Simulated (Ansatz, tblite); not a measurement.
Cost and result up the ladder for `Cc1csc(-c2sc(-c3sc(-c4sc(-c5sccc5C)cc4C)cc3C)cc2C)c1` (52 atoms). Total charge 0; singlet. Geometry: r2SCAN-D4/def2-SVP.

```xyz
52

C     2.057    6.908   -5.680
C     1.021    5.829   -5.577
C    -0.027    5.664   -6.458
S    -1.015    4.309   -6.061
C    -0.027    3.915   -4.669
C    -0.322    2.807   -3.793
S     0.493    2.729   -2.250
C    -0.294    1.230   -1.817
C    -0.034    0.537   -0.583
S    -0.584   -1.116   -0.429
C     0.023   -1.252    1.203
C    -0.135   -2.443    1.995
S     0.159   -2.345    3.715
C    -0.188   -4.039    3.955
C    -0.094   -4.677    5.244
S    -0.098   -6.425    5.315
C     0.004   -6.423    7.031
C     0.050   -5.144    7.531
C    -0.003   -4.132    6.528
C     0.020   -2.667    6.844
C    -0.523   -4.622    2.738
C    -0.501   -3.744    1.628
C    -0.835   -4.183    0.235
C     0.628   -0.056    1.576
C     0.609    0.956    0.588
C     1.218    2.310    0.793
C    -1.151    0.844   -2.842
C    -1.183    1.717   -3.955
C    -2.055    1.479   -5.150
C     1.012    4.831   -4.562
H     3.060    6.481   -5.841
H     1.843    7.592   -6.514
H     2.104    7.505   -4.755
H    -0.263    6.267   -7.336
H     0.028   -7.366    7.576
H     0.115   -4.921    8.598
H     0.956   -2.188    6.508
H    -0.064   -2.507    7.928
H    -0.809   -2.129    6.355
H    -0.789   -5.678    2.651
H    -0.941   -5.277    0.193
H    -0.056   -3.887   -0.485
H    -1.783   -3.742   -0.117
H     1.091    0.083    2.556
H     1.543    2.431    1.837
H     0.508    3.119    0.560
H     2.101    2.461    0.149
H    -1.762   -0.061   -2.783
H    -2.861    2.229   -5.222
H    -1.484    1.531   -6.091
H    -2.527    0.488   -5.091
H     1.765    4.772   -3.771
```

Ansatz on 2 threads of AMD EPYC 7R13 on a shared host and a share (18 GiB) of an NVIDIA H100 80GB HBM3; xTB runs through tblite on one thread. Times are rough, summed over both states, and most runs start from the orbitals of an earlier one. PBE0-D4/def2-TZVP serves as the yardstick here, not as an exact answer. The other state is a triplet.

The xTB rows come from tblite. Single mean-field runs in def2-TZVP are fitted with def2-universal-jkfit.

xTB has no spin-polarisation term.

```tsv
level	functions	vertical triplet (eV)	difference from PBE0-D4/def2-TZVP (eV)
PBE0-D4/def2-TZVP (with forces)	1092	1.80	0.00
GFN1-xTB	189	1.67	-0.12
GFN2-xTB	167	1.63	-0.16
PBE-D4/def2-TZVP	1092	1.60	-0.20
```

**Question.** Estimate how long each takes.

**Answer.** GFN2-xTB 0.37 s; GFN1-xTB 0.38 s; PBE-D4/def2-TZVP 28 s; PBE0-D4/def2-TZVP (with forces) 41 s. On shared hardware such times vary by a factor of up to 3.
